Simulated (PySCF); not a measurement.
H⁻ (hydrogen, charge -1) across methods

1s2, closed-shell 1S. Calculation: PySCF 2.14, in dyall-acv3z (10s3p2d, 29 functions); the spin-free X2C one-electron Hamiltonian (Gaussian nucleus).

```json
{"method": "wB97X-V", "E (hartree)": "-0.5267", "mean ε 1s (eV)": "-1.193", "Σ⟨r²⟩ (bohr²)": "19.02", "⟨S²⟩": "0.000"}
{"method": "LDA", "E (hartree)": "-0.5132", "mean ε 1s (eV)": "1.521", "Σ⟨r²⟩ (bohr²)": "23.52", "⟨S²⟩": "0.000"}
{"method": "r2SCANh", "E (hartree)": "-0.5257", "mean ε 1s (eV)": "1.205", "Σ⟨r²⟩ (bohr²)": "20.96", "⟨S²⟩": "0.000"}
{"method": "UHF", "E (hartree)": "-0.48791", "mean ε 1s (eV)": "-1.254", "Σ⟨r²⟩ (bohr²)": "18.63", "⟨S²⟩": "0.000"}
{"method": "LC-wPBE", "E (hartree)": "-0.5298", "mean ε 1s (eV)": "-1.414", "Σ⟨r²⟩ (bohr²)": "18.13", "⟨S²⟩": "0.000"}
{"method": "PBE", "E (hartree)": "-0.5264", "mean ε 1s (eV)": "1.623", "Σ⟨r²⟩ (bohr²)": "22.72", "⟨S²⟩": "0.000"}
{"method": "PBE0", "E (hartree)": "-0.5242", "mean ε 1s (eV)": "0.854", "Σ⟨r²⟩ (bohr²)": "20.77", "⟨S²⟩": "0.000"}
{"method": "r2SCAN", "E (hartree)": "-0.5267", "mean ε 1s (eV)": "1.498", "Σ⟨r²⟩ (bohr²)": "21.48", "⟨S²⟩": "0.000"}
{"method": "BHandHLYP", "E (hartree)": "-0.5233", "mean ε 1s (eV)": "0.080", "Σ⟨r²⟩ (bohr²)": "19.52", "⟨S²⟩": "0.000"}
```

The highest occupied level is positive at LDA, r2SCANh, PBE, PBE0, r2SCAN, BHandHLYP: only the finite basis holds that electron, which in a density functional comes from self-interaction.
